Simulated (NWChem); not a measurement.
System: C4H7FSi; SMILES FC1=CCC[SiH2]1

Input file for NWChem:

```
start job
memory heap 200 mb stack 900 mb global 1100 mb
geometry units angstroms noautosym nocenter noautoz
  F     -0.059116    -2.292071     0.042628
  C     -0.159378    -0.960183     0.015429
  C     -1.340615    -0.328048    -0.009230
  C     -1.336628     1.172773    -0.080239
  C      0.090651     1.733473     0.135647
  Si     1.269157     0.260203    -0.044207
  H     -2.285836    -0.882913    -0.011667
  H     -2.042891     1.591863     0.656931
  H     -1.729079     1.486174    -1.064492
  H      0.193827     2.129913     1.158458
  H      0.314141     2.567304    -0.545609
  H      2.030501     0.201052    -1.330928
  H      2.249580     0.112678     1.074155
end
basis spherical
  F library pcsseg-1
  C library pcsseg-1
  Si library pcsseg-1
  H library pcsseg-1
end
dft
  xc xpbe96 cpbe96
  iterations 150
end
property
  shielding
end
task dft property
```

Parts of the log:

```
             Northwest Computational Chemistry Package (NWChem) 7.3.0
             --------------------------------------------------------

                             Geometry "geometry" -> ""
                             -------------------------

 Output coordinates in angstroms (scale by  1.889725989 to convert to a.u.)

  No.       Tag          Charge          X              Y              Z
 ---- ---------------- ---------- -------------- -------------- --------------
    1 F                    9.0000    -0.05911600    -2.29207100     0.04262800
    2 C                    6.0000    -0.15937800    -0.96018300     0.01542900
    3 C                    6.0000    -1.34061500    -0.32804800    -0.00923000
    4 C                    6.0000    -1.33662800     1.17277300    -0.08023900
    5 C                    6.0000     0.09065100     1.73347300     0.13564700
    6 Si                  14.0000     1.26915700     0.26020300    -0.04420700
    7 H                    1.0000    -2.28583600    -0.88291300    -0.01166700
    8 H                    1.0000    -2.04289100     1.59186300     0.65693100
    9 H                    1.0000    -1.72907900     1.48617400    -1.06449200
   10 H                    1.0000     0.19382700     2.12991300     1.15845800
   11 H                    1.0000     0.31414100     2.56730400    -0.54560900
   12 H                    1.0000     2.03050100     0.20105200    -1.33092800
   13 H                    1.0000     2.24958000     0.11267800     1.07415500

 Effective nuclear repulsion energy (a.u.)     287.9679866663

  pbe96 is a nonlocal functional; adding pw91lda local functional.
                              NWChem Property Module
                              ----------------------

  itol2e modified to match energy
  convergence criterion.

                                 NWChem DFT Module
                                 -----------------

 Summary of "ao basis" -> "ao basis" (spherical)
 ------------------------------------------------------------------------------
       Tag                 Description            Shells   Functions and Types
 ---------------- ------------------------------  ------  ---------------------
 F                          pcsseg-1                 7       17   3s3p1d
 C                          pcsseg-1                 7       17   3s3p1d
 Si                         pcsseg-1                10       24   4s5p1d
 H                          pcsseg-1                 3        5   2s1p

[...]

          -----------------------------------------
          Chemical Shielding Tensors (GIAO, in ppm)
          -----------------------------------------

                                NWChem CPHF Module
                                ------------------

  scftype          =     RHF
  nclosed          =       27
  nopen            =        0
  variables        =     3159
  # of vectors     =        3
  tolerance        = 0.10D-03
  level shift      = 0.00D+00
  max iterations   =       50
  max subspace     =       30

 SCF residual:    2.0592344085738779E-005

Iterative solution of linear equations
  No. of variables     3159
  No. of equations        3
  Maximum subspace       30
        Iterations       50
       Convergence  1.0D-04

   iter   nsub   residual    time
   ----  ------  --------  ---------
     1      3    8.59D-06      68.7

      Atom:    1  F
        Diamagnetic
    465.7790     -2.3031      0.0958
     -2.3031    492.9586     -0.5701
      0.0958     -0.5701    465.0537

        Paramagnetic
   -310.0105     21.4591    -11.7183
     21.4591   -268.3185     11.5227
    -11.7183     11.5227    -19.1451

        Total Shielding Tensor
    155.7685     19.1560    -11.6225
     19.1560    224.6401     10.9526
    -11.6225     10.9526    445.9086

           isotropic =     275.4391
          anisotropy =     257.1051

          Principal Components and Axis System
                 1           2           3
              446.8424    229.3401    150.1346

      1        -0.0368      0.2570      0.9657
      2         0.0460      0.9658     -0.2553
      3         0.9983     -0.0351      0.0474

      Atom:    2  C
        Diamagnetic
    258.7703     -3.3190     -0.3033
     -3.3190    266.6185     -0.6145
     -0.3033     -0.6145    229.6340

        Paramagnetic
   -230.5640    -44.2889      1.0035
    -44.2889   -321.8720      7.1585
      1.0035      7.1585   -186.0457

        Total Shielding Tensor
     28.2063    -47.6079      0.7003
    -47.6079    -55.2534      6.5440
      0.7003      6.5440     43.5883

           isotropic =       5.5137
          anisotropy =    -124.0032

          Principal Components and Axis System
                 1           2           3
              -77.1550     50.4355     43.2607

      1         0.4115      0.8624      0.2948
      2         0.9099     -0.4071     -0.0792
      3        -0.0517     -0.3009      0.9523

      Atom:    3  C
        Diamagnetic
    260.9612     -5.6715      0.4378
     -5.6715    270.7929     -1.2370
      0.4378     -1.2370    239.2444

        Paramagnetic
   -207.8882    -33.6226      5.0663
    -33.6226   -317.1174      6.4129
      5.0663      6.4129   -107.8457

        Total Shielding Tensor
     53.0730    -39.2941      5.5042
    -39.2941    -46.3244      5.1759
      5.5042      5.1759    131.3987

           isotropic =      46.0491
          anisotropy =     128.6573

          Principal Components and Axis System
                 1           2           3
              131.8206     66.5425    -60.2159

      1         0.0621      0.9423      0.3290
      2         0.0153     -0.3305      0.9437
      3         0.9980     -0.0536     -0.0349

      Atom:    4  C
        Diamagnetic
    249.1054      5.2116      1.4093
      5.2116    255.4439      0.0182
      1.4093      0.0182    238.7359

        Paramagnetic
    -99.5870      2.5545      0.4143
      2.5545    -92.1042     -0.1042
      0.4143     -0.1042   -102.5100

[...]
```

Level: PBE/pcSseg-1, GIAO. The geometry was optimised at PBE0/def2-SVP. The printed shielding anisotropy is the first printed principal value minus the mean of the other two.
